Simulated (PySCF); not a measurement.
C2H7BFN, SMILES NB(CC)F. Atoms are numbered in the order given.

```xyz
12

B     -0.1241     0.3871     0.4197
F     -1.3066    -0.1649     0.7814
C      0.4215     0.1110    -1.0386
C      0.3732    -1.3737    -1.4262
H      1.4434     0.5103    -1.1584
H     -0.2126     0.6904    -1.7362
H     -0.6473    -1.7748    -1.3230
H      1.0291    -1.9788    -0.7784
H      0.6951    -1.5383    -2.4671
N      0.5333     1.1777     1.3749
H      0.1480     1.3488     2.2957
H      1.4236     1.6231     1.2009
```

Geometry: ωB97X-D3(BJ)/def2-SVP. Other conformers were not sampled.

Level of theory: PySCF with PBE/pcSseg-1.

GIAO shieldings, no solvent; atoms listed in one row are averaged. δ = σ(ref) − σ: ¹¹B against BF3 (σ = 83.9 ppm); ¹⁹F against CFCl3 (σ = 133.6 ppm); ¹³C against TMS (σ = 182.0 ppm); ¹H against TMS (σ = 31.49 ppm); ¹⁵N against NH3 (σ = 267.0 ppm), references at their B3LYP-D3(BJ)/def2-TZVP geometries, non-relativistic.

```tsv
nucleus	atoms	count	δ (ppm)
¹¹B	B1	1	21.2
¹⁹F	F2	1	-138.2
¹³C	C3	1	13.1
¹³C	C4	1	12.7
¹H	H11	1	3.13
¹H	H12	1	3.03
¹H	H7, H8, H9	3	1.30
¹H	H6	1	1.07
¹H	H5	1	0.76
¹⁵N	N10	1	88.0
```
